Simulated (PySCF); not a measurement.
ethylene glycol (C₂H₆O₂), singlet, at a GFN2-xTB geometry; M062X/6-31G** (PySCF).

Here is a job for PySCF.
```python
from pyscf import gto, scf, dft

mol = gto.Mole()
mol.atom = '''
    O     1.38862697   -0.50655432    0.02194566
    C     0.63163470    0.66843375   -0.19835464
    C    -0.80964679    0.23574802   -0.47099206
    O    -1.37630039   -0.40343259    0.64080028
    H     2.30215418   -0.26736004    0.20373679
    H     0.65745438    1.31370296    0.68995200
    H     1.01699273    1.22851647   -1.06037086
    H    -1.42832720    1.11028504   -0.68117583
    H    -0.81625899   -0.43066573   -1.34505395
    H    -0.76255508   -1.09967399    0.90702455
'''
mol.basis = '6-31g**'
mol.verbose = 4
mol.symmetry = True
mol.build()

mf = dft.RKS(mol)
mf.xc = 'm062x'
mf.kernel()
mf.analyze()
```

It wrote (shortened):

```
PySCF version 2.14.0

[INPUT] verbose = 4
[INPUT] num. atoms = 10
[INPUT] num. electrons = 34
[INPUT] charge = 0
[INPUT] spin (= nelec alpha-beta = 2S) = 0
[INPUT] symmetry True subgroup None
[INPUT] Mole.unit = angstrom
[INPUT] Symbol           X                Y                Z      unit          X                Y                Z       unit  Magmom
[...]
nuclear repulsion = 133.379710536957
point group symmetry = C1
symmetry origin: [0. 0. 0.]
symmetry axis x: [1. 0. 0.]
symmetry axis y: [0. 1. 0.]
symmetry axis z: [0. 0. 1.]
num. orbitals of irrep A = 86
number of shells = 42
number of NR pGTOs = 150
number of NR cGTOs = 86
basis = 6-31g**
ecp = {}

******** <class 'pyscf.dft.rks.RKS'> ********
method = RKS
initial guess = minao
damping factor = 0
level_shift factor = 0
DIIS = <class 'pyscf.scf.diis.CDIIS'>
diis_start_cycle = 1
diis_space = 8
diis_damp = 0
SCF conv_tol = 1e-09
SCF conv_tol_grad = None
SCF max_cycles = 50
direct_scf = True
direct_scf_tol = 1e-13
XC library pyscf.dft.libxc version 7.1.2
    S. Lehtola, C. Steigemann, M. J. T. Oliveira, and M. A. L. Marques,  SoftwareX 7, 1–5 (2018)
XC functionals = m062x
    Y. Zhao and D. G. Truhlar,  Theor. Chem. Acc. 120, 215 (2008)
    Y. Zhao and D. G. Truhlar,  Theor. Chem. Acc. 120, 215 (2008)
radial grids:
    Treutler-Ahlrichs [JCP 102, 346 (1995); DOI:10.1063/1.469408] (M4) radial grids

becke partition: Becke, JCP 88, 2547 (1988); DOI:10.1063/1.454033
pruning grids: <function nwchem_prune>
grids dens level: 3
symmetrized grids: True
atomic radii adjust function: <function treutler_atomic_radii_adjust>
small_rho_cutoff = 0
Set gradient conv threshold to 3.16228e-05
Initial guess from minao.
tot grids = 115248
init E= -230.555600675816
[...]
cycle= 1 E= -230.04747251996  delta_E= 0.508  |g|= 0.727  |ddm|= 2.64
[...]
cycle= 2 E= -230.033665584945  delta_E= 0.0138  |g|= 0.802  |ddm|= 1.05
[...]
cycle= 3 E= -230.149231250073  delta_E= -0.116  |g|= 0.0421  |ddm|= 0.59
[...]
cycle= 4 E= -230.149606750109  delta_E= -0.000376  |g|= 0.0131  |ddm|= 0.0375
[...]
cycle= 5 E= -230.149646618576  delta_E= -3.99e-05  |g|= 0.00451  |ddm|= 0.0149
[...]
cycle= 6 E= -230.149651580512  delta_E= -4.96e-06  |g|= 0.000514  |ddm|= 0.00438
[...]
cycle= 7 E= -230.149651644081  delta_E= -6.36e-08  |g|= 0.000289  |ddm|= 0.000841
[...]
cycle= 8 E= -230.149651659712  delta_E= -1.56e-08  |g|= 6.64e-05  |ddm|= 0.000271
[...]
cycle= 9 E= -230.149651660734  delta_E= -1.02e-09  |g|= 7.76e-06  |ddm|= 9.11e-05
[...]
cycle= 10 E= -230.149651660759  delta_E= -2.51e-11  |g|= 1.75e-06  |ddm|= 1.67e-05
[...]
Extra cycle  E= -230.149651660759  delta_E= -5.68e-14  |g|= 9.85e-07  |ddm|= 3.18e-06
converged SCF energy = -230.149651660759
**** SCF Summaries ****
Total Energy =                        -230.149651660759048
Nuclear Repulsion Energy =             133.379710536956907
One-electron Energy =                 -578.215133829381671
Two-electron Energy =                  214.685771631665716
Two-electron Coulomb Energy =          244.917163787507718
DFT Exchange-Correlation Energy =      -30.231392155842009
HOMO-LUMO gap [eV] =                    12.095705707205781
**** MO energy ****
[...]
 ** Mulliken pop on meta-lowdin orthogonal AOs  **
 ** Mulliken pop  **
 ** Mulliken atomic charges  **
charge of    0O =     -0.53853
charge of    1C =      0.00904
charge of    2C =      0.02587
charge of    3O =     -0.52758
charge of    4H =      0.32987
charge of    5H =      0.08965
charge of    6H =      0.08612
charge of    7H =      0.10901
charge of    8H =      0.08891
charge of    9H =      0.32765
Dipole moment(X, Y, Z, Debye):  2.33760,  0.99034, -0.50189
```
